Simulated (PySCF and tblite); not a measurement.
C₆H₁₂O, numbered as in [CH3:1][O:2][CH:3]1[CH2:4][CH2:5][CH2:6][CH2:7]1.

Geometries GFN2-xTB; weights from PBE0-D3(BJ)/def2-SVP (IEF-PCM, chloroform) energies and GFN2-xTB thermal corrections, with symmetry numbers and mirror pairs. Conformers within 3 kcal/mol (GFN2-xTB free energy) were kept, 9 at most. GIAO shieldings: KT2/pcSseg-1 (IEF-PCM, chloroform). Shifts are against TMS (¹H), TMS (¹³C) at the same level. Programs: PySCF with density fitting and tblite.

Torsions listed: C1–O2–C3–C4. The 5-ring runs over atoms 3–4–5–6–7. Of a mirror pair one member is shown.

| conformer | shape | weight % | dipole D |
| --- | --- | --- | --- |
| 1 | 5-ring twist (ring torsions -34, 42, -34, 13, 13°); 164° | 98.7 | 1.40 |
| 2 | 5-ring between envelope and twist (ring torsions -28, 40, -37, 19, 5°); -67° | 1.3 | 1.57 |

(1) How do the computed shifts compare with measured ones?

## Answers

(1) 
| nucleus | signal | leading conformer | average | measured | medium |
| --- | --- | --- | --- | --- | --- |
| ¹³C | C3 | 88.8 | 88.8 | 82.2 | not stated per compound (mostly CDCl3 or CCl4) |
| ¹³C | C4/C7 | 36.8 | 36.8 | 31.4 | not stated per compound (mostly CDCl3 or CCl4) |
| ¹³C | C5/C6 | 30.5 | 30.5 | 23.1 | not stated per compound (mostly CDCl3 or CCl4) |

Measured values: Pretsch, Buehlmann, Badertscher, Structure Determination of Organic Compounds, 4th ed. (2009). Mean difference for ¹³C: 6.47 ppm, scatter 0.82 ppm. The computed shifts are unscaled and lack vibrational corrections.
